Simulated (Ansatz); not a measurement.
Ansatz (a first-principles code) job for CH₄BrGaO, SMILES [OH][Ga]([CH3])[Br], PBE/def2-SVPD. Geometry: B3LYP-D3(BJ)/def2-SVP. The structure was generated by enumeration; whether it is a known compound was not checked. The values are those of a single conformer.

Ansatz 0.2 input:
```yaml
crystal:
  periodic: [false, false, false]
  atoms:
    - {symbol: Ga, position_ang: [0.05913055, -0.76884439, -0.00000000]}
    - {symbol: Br, position_ang: [-0.10784789, 1.54739662, 0.00000000]}
    - {symbol: C, position_ang: [-1.48832561, -1.96320588, 0.00000000]}
    - {symbol: H, position_ang: [-2.10420544, -1.77308883, 0.89156806]}
    - {symbol: H, position_ang: [-1.15169910, -3.00945383, -0.00000000]}
    - {symbol: H, position_ang: [-2.10420544, -1.77308883, -0.89156807]}
    - {symbol: O, position_ang: [1.72671504, -1.40724351, 0.00000000]}
    - {symbol: H, position_ang: [2.41797259, -0.73189070, -0.00000000]}
basis:
  gaussian:
    orbitals: def2-SVPD
hamiltonian:
  xc: {name: PBE}
```

Program output:

```
WARN ansatz: RAYON_NUM_THREADS=1 ignored (pool sized by the plan → 1); use --threads N
Functional definition: PBE
integrals: 0.11 GiB planned
1464 factors; their error is unknown
mean field: 0.60 GiB planned
mean field evaluation 1: about -125521.9401 eV, gradient 8.8e1 eV
mean field evaluation 2: about -125424.4378 eV, gradient 2.0e2 eV
mean field evaluation 4: about -125536.4472 eV, gradient 1.7e1 eV
mean field evaluation 8: about -125537.0510 eV, gradient 2.9e-1 eV
mean field evaluation 16: about -125536.9935 eV, gradient 9.0e-5 eV
mean field -125536.99354426 eV, -4613.3994207210 hartree, gradient 2.8e-5 eV, S^2 0.000000; 0 other end points of the search recorded, 0 dependent functions left out
reference -125536.99359869 eV, -4613.3994227214 hartree; 42, 42 occupied and 112, 112 virtual orbitals, 1464 factors
Total energy: -125536.99359869 eV, -4613.3994227214 hartree
```

Self-consistency was reached.

Cost: about 4 core-seconds (a rough figure).
